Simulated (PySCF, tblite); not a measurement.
Isomers of C6H5ClO2S2, one GFN2-xTB conformer each. Single-point energies are computed at PBE0/pcSseg-1 (PySCF, gas phase, no added dispersion term), electronic only.

Question: Rank them by PBE0/pcSseg-1 energy, lowest first (kJ/mol).
A. `[CH2:1]=[CH:2][c:3]1[cH:4][cH:5][c:6]([S:7](=[O:8])(=[O:9])[Cl:10])[s:11]1` with C1–C2–C3–C4 -179°, C5–C6–S7–O8 -158°
B. `[CH2:1]=[CH:2][c:3]1[cH:4][cH:5][s:6][c:7]1[S:8](=[O:9])(=[O:10])[Cl:11]` with C1–C2–C3–C4 9°, S6–C7–S8–O9 149°
C. `[CH2:1]=[CH:2][c:3]1[cH:4][s:5][c:6]([S:7](=[O:8])(=[O:9])[Cl:10])[cH:11]1` with C1–C2–C3–C4 177°, S5–C6–S7–O8 -160°

Answer: A (0.0), C (4.8), B (7.0).

Neighbours under 10 kJ/mol apart (C=Cc1ccc(S(=O)(=O)Cl)s1 and C=Cc1csc(S(=O)(=O)Cl)c1; C=Cc1csc(S(=O)(=O)Cl)c1 and C=Cc1ccsc1S(=O)(=O)Cl) can change places with a better method, another conformer or zero-point energy. GFN2-xTB itself gives, in the same order: 0.8, 8.5, 0.0. GFN2-xTB puts C=Cc1ccsc1S(=O)(=O)Cl lowest instead; measured from each level's own lowest isomer, the values differ by up to 7.0 kJ/mol (C=Cc1ccsc1S(=O)(=O)Cl: 0.0 against 7.0).

Which frontier levels, dipoles and rotational constants go with these structures?

```tsv
SMILES	HOMO (eV, PBE0/pcSseg-1)	LUMO (eV)	dipole (D)	A, B, C (MHz)
C=Cc1ccc(S(=O)(=O)Cl)s1	-7.28	-2.58	5.68	1693, 439.2, 417.5
C=Cc1csc(S(=O)(=O)Cl)c1	-7.31	-2.22	5.23	1345, 474.6, 419.7
C=Cc1ccsc1S(=O)(=O)Cl	-7.39	-2.41	5.34	995.2, 710.7, 511.8
```

What happens when harmonic zero-point energies from GFN2-xTB frequencies are added?

```csv
SMILES,ZPE (kJ/mol),electronic (kJ/mol),with ZPE (kJ/mol)
C=Cc1ccc(S(=O)(=O)Cl)s1,256.2,0.0,0.0
C=Cc1csc(S(=O)(=O)Cl)c1,256.3,4.8,4.9
C=Cc1ccsc1S(=O)(=O)Cl,257.0,7.0,7.7
```

The zero-point energies span 0.8 kJ/mol. The order is unchanged.

As an exercise, what shares would exp(−E/RT) give at 500 K from these electronic energies alone (no entropy, no degeneracies)?

RT = 4.157 kJ/mol: C=Cc1ccc(S(=O)(=O)Cl)s1 66.6 %, C=Cc1csc(S(=O)(=O)Cl)c1 20.9 %, C=Cc1ccsc1S(=O)(=O)Cl 12.5 %.
